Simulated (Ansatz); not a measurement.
Relaxation of CH6BNOSi (11 atoms, charge 0, multiplicity 1), to a largest force component of 0.015 eV/Å in at most 40 steps.

Theory: RKS r2SCAN-D4/def2-SVP in Ansatz.

```xyz
11
Properties=species:S:1:pos:R:3
C -1.240 -1.610 0.284
B -0.203 -0.578 0.855
O 1.182 -0.271 1.088
Si 0.748 1.185 0.454
N 1.307 1.328 -1.227
H -2.287 -1.069 0.320
H -1.270 -2.497 0.874
H -1.004 -1.785 -0.790
H 1.018 2.257 1.454
H 1.708 0.395 -1.453
H 2.061 2.022 -1.235
```

Where does it end, and by what steps?

It converged. After 16 steps the energy has fallen by 1.510 eV; H10 moved furthest, 0.74 Å.

| step | energy less start (eV) | largest force component (eV/Å) | accepted |
| --- | --- | --- | --- |
| 0 | 0.0000 | 4.525 | yes |
| 1 | -0.9574 | 2.199 | yes |
| 2 | -1.2663 | 1.116 | yes |
| 3 | -1.3758 | 0.597 | yes |
| 4 | -1.4378 | 0.556 | yes |
| 5 | -1.4816 | 0.526 | yes |
| 6 | -1.4987 | 0.150 | yes |
| 7 | -1.4934 | 0.424 | no |
| 8 | -1.5061 | 0.140 | yes |
| 9 | -1.5080 | 0.086 | yes |
| 10 | -1.5088 | 0.025 | yes |
| 11 | -1.5091 | 0.020 | yes |
| 12 | -1.5093 | 0.021 | yes |
| 13 | -1.5095 | 0.034 | yes |
| 14 | -1.5096 | 0.033 | yes |
| 15 | -1.5097 | 0.024 | yes |
| 16 | -1.5097 | 0.013 | yes |

```xyz
11
Properties=species:S:1:pos:R:3
C -1.333 -1.672 0.395
B -0.278 -0.534 0.481
O 0.901 -0.418 1.118
Si 0.655 1.124 0.209
N 1.758 1.487 -1.048
H -2.319 -1.313 0.735
H -1.041 -2.545 1.001
H -1.470 -1.994 -0.651
H 0.762 2.227 1.200
H 1.790 0.968 -1.918
H 2.594 2.043 -0.900
```

Time of the run: 35 s on 2 threads of AMD EPYC 9R14 (Zen 4), on a shared host, peak memory 0.21 GiB.
